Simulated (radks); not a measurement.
Problem. Neutral gold: order these configurations by energy. Calculated with a radial shooting solver on a logarithmic mesh with Libxc functionals: scalar-relativistic Kohn-Sham, PBE, spin-polarised, spherical densities, finite nucleus; Fermi nuclear charge, rms radius of each element as measured or else 0.836 A^(1/3) + 0.57 fm. Open shells are filled with parallel spins first. [Xe] 4f14 5d10 6p1; [Xe] 4f14 5d10 6s1; [Xe] 4f14 5d9 6s1 6p1; [Xe] 4f14 5d9 6s2.

Solution. From the lowest, in eV above it: [Xe] 4f14 5d10 6s1 0.000; [Xe] 4f14 5d9 6s2 1.725; [Xe] 4f14 5d10 6p1 5.277; [Xe] 4f14 5d9 6s1 6p1 6.741.
